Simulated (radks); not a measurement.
Valence configurations of In2+ (all share [Kr]). All-electron calculation, Dirac Kohn-Sham, BLYP, spin-unpolarised, spherical densities, point nucleus; open shells fill j = l - 1/2 first. Program: a radial shooting solver on a logarithmic mesh with Libxc functionals. Energies are relative to 4d10 5s1; eigenvalues in eV.

[
 {"valence": "4d10 5s1", "E (eV)": "0.000", "e(4d3/2)": "-36.886", "e(4d5/2)": "-36.012", "e(5p1/2)": "-", "e(5s1/2)": "-23.816"},
 {"valence": "4d9.5 5s1.5", "E (eV)": "6.451", "e(4d3/2)": "-39.194", "e(4d5/2)": "-38.295", "e(5p1/2)": "-", "e(5s1/2)": "-24.681"},
 {"valence": "4d10 5p1", "E (eV)": "7.092", "e(4d3/2)": "-38.137", "e(4d5/2)": "-37.258", "e(5p1/2)": "-17.443", "e(5s1/2)": "-"},
 {"valence": "4d9 5s2", "E (eV)": "13.622", "e(4d3/2)": "-41.538", "e(4d5/2)": "-40.616", "e(5p1/2)": "-", "e(5s1/2)": "-25.539"},
 {"valence": "4d9.5 5p1.5", "E (eV)": "17.483", "e(4d3/2)": "-41.017", "e(4d5/2)": "-40.113", "e(5p1/2)": "-18.357", "e(5s1/2)": "-"},
 {"valence": "4d9 5s1 5p1", "E (eV)": "21.176", "e(4d3/2)": "-42.740", "e(4d5/2)": "-41.815", "e(5p1/2)": "-18.660", "e(5s1/2)": "-26.277"},
 {"valence": "4d9 5p2", "E (eV)": "28.854", "e(4d3/2)": "-43.903", "e(4d5/2)": "-42.973", "e(5p1/2)": "-19.243", "e(5s1/2)": "-"},
 {"valence": "4d8 5s2 5p1", "E (eV)": "38.219", "e(4d3/2)": "-47.477", "e(4d5/2)": "-46.504", "e(5p1/2)": "-19.860", "e(5s1/2)": "-27.931"},
 {"valence": "4d8 5s1.5 5p1.5", "E (eV)": "42.269", "e(4d3/2)": "-48.042", "e(4d5/2)": "-47.066", "e(5p1/2)": "-20.140", "e(5s1/2)": "-28.269"},
 {"valence": "4d8 5s1 5p2", "E (eV)": "46.348", "e(4d3/2)": "-48.597", "e(4d5/2)": "-47.620", "e(5p1/2)": "-20.415", "e(5s1/2)": "-28.600"}
]

NIST lists [Kr] 4d10 5s1 as the ground configuration; this level of theory agrees among the configurations tried. The energies are those of spherical spin-averaged densities, not of single terms.
